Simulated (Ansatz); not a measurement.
Molecule: sum formula Si2H4F (charge 0, doublet). It need not be the lowest isomer of its formula. 
Coordinates optimised at B3LYP-D3(BJ)/def2-TZVP (Ansatz, a quantum-chemistry and plane-wave program):
SMILES: F[SiH2][SiH2]
```xyz
7

F     -1.5224    -0.8332    -0.5339
Si    -0.7300     0.2729     0.3301
Si     1.5482     0.1217    -0.1507
H     -1.2308     1.6104    -0.0595
H     -1.0562     0.0132     1.7525
H      2.2801     1.3812     0.1368
H      2.2545    -1.0301     0.4641
```
Charge 0, spin multiplicity 2.

Basis-set convergence of Hartree-Fock and CCSD correlation energies (hartree) with Ansatz. Valence correlation only, unless marked. Open shells are spin-unrestricted. No spin-orbit coupling. No relativistic terms.

```
basis            functions       E(HF)  E(corr, CCSD)
---------------  ---------  ----------  -------------
aug-cc-pV(D+d)Z        123  -679.67274       -0.43908
aug-cc-pV(T+d)Z        248  -679.72625       -0.52845
aug-cc-pV(Q+d)Z        442  -679.74035       -0.55882
```

Extrapolating the two largest sets (X = 3 and 4) as X^-3: E(corr) = (64·(-0.55882) - 27·(-0.52845))/37 = -0.5810 Eh, an estimate of the basis-set limit. The largest set recovers 96.2 % of it, the smallest 75.6 %.
